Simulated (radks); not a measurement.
The numbers below are computed, except where a source is named.
Ionisation of Re+, [Xe] 4f14 5d5 6s1, to Re2+, [Xe] 4f14 5d5, under several functionals. Scalar-relativistic Kohn-Sham, spin-polarised, spherical densities, finite nucleus; open shells are filled with parallel spins first (spin-orbit coupling, left out, can overturn this in heavy ions); a radial shooting solver on a logarithmic mesh with Libxc functionals.

Wu-Cohen GGA: E(Re+) (hartree) -16688.1279; Exc (hartree) -329.2042; IE (eV) 17.283; -e(HOMO) (eV) 13.651; <r> HOMO (bohr) 2.792; IE error (eV) +0.683
exchange-only r2SCAN: E(Re+) (hartree) -16686.6823; Exc (hartree) -326.4569; IE (eV) 16.698; -e(HOMO) (eV) 13.424; <r> HOMO (bohr) 2.798; IE error (eV) +0.098
LDA (Slater exchange, Perdew-Wang correlation): E(Re+) (hartree) -16679.6400; Exc (hartree) -320.7283; IE (eV) 17.476; -e(HOMO) (eV) 13.809; <r> HOMO (bohr) 2.795; IE error (eV) +0.876
B86b exchange with PBE correlation: E(Re+) (hartree) -16690.5417; Exc (hartree) -331.6227; IE (eV) 17.223; -e(HOMO) (eV) 13.589; <r> HOMO (bohr) 2.802; IE error (eV) +0.623
RPBE: E(Re+) (hartree) -16689.7949; Exc (hartree) -330.8816; IE (eV) 17.102; -e(HOMO) (eV) 13.499; <r> HOMO (bohr) 2.804; IE error (eV) +0.502
exchange-only B88: E(Re+) (hartree) -16686.2757; Exc (hartree) -327.2925; IE (eV) 16.865; -e(HOMO) (eV) 13.232; <r> HOMO (bohr) 2.824; IE error (eV) +0.265

NIST Atomic Spectra Database: 16.6 eV (semi-empirical). Closest: exchange-only r2SCAN. The Delta-SCF values span 0.78 eV, the total energies 10.90 hartree. The highest occupied level is 6s. Open shells are spherical and high-spin; term and fine-structure splittings are not resolved. Spin-orbit splitting is averaged out at the scalar-relativistic level.
